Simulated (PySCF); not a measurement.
C₂H₅OSi (doublet state).
Z-matrix (Å and degrees, GFN2-xTB geometry), rows numbered from 1:
```
C 
C   1  1.3022
O   2  1.2914  1  138.61
Si  3  1.6412  2  140.58  1     3.74
H   1  1.0743  2  121.79  3   179.98
H   1  1.0911  2  122.07  3     0.36
H   4  1.4618  3  109.48  2    60.54
H   4  1.4541  3   99.05  2  -179.76
H   4  1.4623  3  109.65  2   -60.16
```

The hyperfine couplings belong to this conformer and change with its torsions.

As a line formula: `C=[C]O[SiH3]` [radical].

Method: UKS B3LYP, pcH-1 on C H O Si, non-relativistic, mean-field spin-orbit, GIAO in PySCF 2.14.0. Isolated species at its GFN2-xTB geometry (one conformer only). A GFN2-xTB geometry isn't a minimum of the functional, and hyperfine couplings can be far from their values at a DFT geometry. No stability test was run, so a lower SCF solution isn't excluded.

Computed for the main isotopes (class means, splittings of 0.05 mT or more): g = 2.0023; H6 1H +141.2 MHz (5.04 mT); H5 1H +55.3 MHz (1.97 mT); H7/H8/H9 1H +3.6 MHz (0.13 mT); 16 first-order lines, 7.40 mT wide.

Task: What changes when 1H at H7/H8/H9 is replaced by 2H at all these sites?

Result: At a fixed geometry a is proportional to g_N: 0.85744/5.58569 = 0.1535, so a goes from +3.6 to +0.6 MHz (0.020 mT). The spin goes from 1/2 to 1, so the 1:3:3:1 quartet becomes a 1:3:6:7:6:3:1 septet. The spectrum then has 28 first-order lines over 7.13 mT, counting the new splitting although it is under 0.05 mT.

Task: Where do the 13C satellites of C2 appear, and how strong are they?

Result: a = +449.8 MHz, or 16.05 mT in magnitude, and I = 1/2, so to first order each main line has two satellites, at ±8.02 mT. The isotope's abundance is about 1.07 %, shared among 2 lines, so each has 0.54 % of the main line's intensity. At 340 mT second-order shifts move them to lower field by up to 0.19 mT.

Task: Give position and intensity of the satellites from 17O at O3.

Result: a = -145.5 MHz, or 5.19 mT in magnitude, and I = 5/2, so to first order each main line has six satellites, at ±2.60, ±7.79, ±12.98 mT. The isotope's abundance is about 0.038 %, shared among 6 lines, so each has 0.0063 % of the main line's intensity. At 340 mT second-order shifts move them to lower field by up to 0.34 mT.

Task: Give position and intensity of the satellites from 13C at C1.

Result: a = +75.5 MHz, or 2.69 mT in magnitude, and I = 1/2, so to first order each main line has two satellites, at ±1.35 mT. The isotope's abundance is about 1.07 %, shared among 2 lines, so each has 0.54 % of the main line's intensity.

Class means assume fast exchange of nuclei equivalent by connectivity; if that motion is slow, each nucleus keeps its own coupling. The three 1H nuclei of mean +3.6 MHz run from -2.9 to 8.3 MHz in the frozen geometry.
